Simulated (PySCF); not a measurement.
Radial density of Ag²⁺ (silver, charge +2)

UHF, [Kr] 4d8 5p1, one real determinant (an excited configuration). All numbers are calculated (PySCF 2.14, the spin-free X2C one-electron Hamiltonian (Gaussian nucleus), in ANO-RCC-VTZP).

```json
{"r (bohr)": "0.0269", "4πr²ρ (e/bohr)": "58.36", "4πr²(ρα − ρβ)": "0.0022"}
{"r (bohr)": "0.0452", "4πr²ρ (e/bohr)": "51.42", "4πr²(ρα − ρβ)": "0.0105"}
{"r (bohr)": "0.0760", "4πr²ρ (e/bohr)": "70.18", "4πr²(ρα − ρβ)": "0.0475"}
{"r (bohr)": "0.128", "4πr²ρ (e/bohr)": "66.70", "4πr²(ρα − ρβ)": "0.2156"}
{"r (bohr)": "0.215", "4πr²ρ (e/bohr)": "52.82", "4πr²(ρα − ρβ)": "0.4813"}
{"r (bohr)": "0.362", "4πr²ρ (e/bohr)": "52.52", "4πr²(ρα − ρβ)": "0.1104"}
{"r (bohr)": "0.608", "4πr²ρ (e/bohr)": "16.77", "4πr²(ρα − ρβ)": "0.5960"}
{"r (bohr)": "1.02", "4πr²ρ (e/bohr)": "17.08", "4πr²(ρα − ρβ)": "1.9362"}
{"r (bohr)": "1.72", "4πr²ρ (e/bohr)": "4.095", "4πr²(ρα − ρβ)": "0.8960"}
{"r (bohr)": "2.89", "4πr²ρ (e/bohr)": "0.5733", "4πr²(ρα − ρβ)": "0.4146"}
{"r (bohr)": "4.87", "4πr²ρ (e/bohr)": "0.09863", "4πr²(ρα − ρβ)": "0.0972"}
{"r (bohr)": "8.19", "4πr²ρ (e/bohr)": "0.001528", "4πr²(ρα − ρβ)": "0.0015"}
```

Densities and radii are taken from the X2C orbitals without a picture-change correction, which distorts them close to the nucleus.

⟨L²⟩ = 14.04 against 20 for a pure G term, so this real determinant mixes terms.
